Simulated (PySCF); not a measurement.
Ge(H)(Cl)2(vinyl) (C₂H₄Cl₂Ge), SMILES C=[CH][GeH]([Cl])[Cl]. Atoms are numbered in the order given.

```xyz
9

Ge     0.1219    -0.3077    -0.3869
Cl     0.4363     1.8296    -0.4788
Cl     1.3111    -1.0949     1.2396
C     -1.7370    -0.6283    -0.0052
C     -2.6323     0.3591     0.1146
H      0.6818    -0.9161    -1.6741
H     -2.0405    -1.6754     0.1269
H     -3.6852     0.1515     0.3387
H     -2.3470     1.4110    -0.0024
```
Charge 0, spin multiplicity 1.

The structure is a stationary point at r2SCAN-D4/def2-SVP. The structure was generated by enumeration, and PubChem lists no compound with its InChIKey, so it may never have been made. The values are those of a single conformer.

Method: PySCF with ωB97X/def2-TZVP.

Gas-phase values at a fixed geometry.

Computed frontier levels, gap, dipole moment and polarisability:
```json
{
  "highest_occupied_level": "-10.98 eV",
  "lowest_empty_level": "0.93 eV",
  "orbital_gap": "11.91 eV",
  "dipole_moment": "2.80 D",
  "quadrupole, principal values (traceless, Buckingham form, about the centre of nuclear charge)": "-5.81, 0.41, 5.40 D·Å",
  "mean_static_polarisability": "74.4 bohr³ (11.02 Å³)",
  "polarisability_principal_values": "59.6, 73.8, 89.8 bohr³"
}
```
